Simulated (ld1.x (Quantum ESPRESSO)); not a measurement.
# An all-electron radial function and its pseudo partner (Sc (Z = 21))

Columns: radius, all-electron u(r) and pseudo u(r) of the 3p shell (level -36.91 eV) of scandium in the configuration [Ne] 3s2 3p6 3d1 4s1.5 4p0; LDA (PZ), scalar-relativistic, TM scheme, ld1.x (Quantum ESPRESSO) 7.5.

```tsv
r (bohr)	all-electron	pseudo
0.130	0.4498	-0.0465
0.260	0.4105	-0.1770
0.390	0.0091	-0.3661
0.520	-0.4151	-0.5769
0.650	-0.7288	-0.7690
0.780	-0.9115	-0.9085
0.910	-0.9855	-0.9781
1.040	-0.9827	-0.9799
1.170	-0.9318	-0.9314
1.300	-0.8541	-0.8541
1.430	-0.7647	-0.7647
1.560	-0.6729	-0.6729
1.690	-0.5845	-0.5845
1.820	-0.5027	-0.5027
1.950	-0.4290	-0.4290
2.080	-0.3638	-0.3638
2.210	-0.3070	-0.3070
2.340	-0.2581	-0.2581
2.470	-0.2162	-0.2162
2.600	-0.1806	-0.1806
2.730	-0.1505	-0.1505
2.860	-0.1252	-0.1252
2.990	-0.1039	-0.1039
3.120	-0.0861	-0.0861
3.250	-0.0713	-0.0713
3.380	-0.0589	-0.0589
```

Question: How many radial nodes do the two functions have?

Answer: The all-electron 3p function has n − l − 1 = 1; the pseudo-wave has 0, since the states of the same l below it are removed with the core.

Question: At about which radius was the pseudo-wave matched?

Answer: 1.35 bohr. The columns agree to 0.0005 from 1.17 bohr on; several derivatives are matched, so the curves merge somewhat inside the radius.

Question: Is the pseudo-wave norm-conserving?

Answer: Yes: the TM scheme keeps the norm inside the radius equal to the all-electron one, which fixes the energy derivative of the logarithmic derivative at the level.
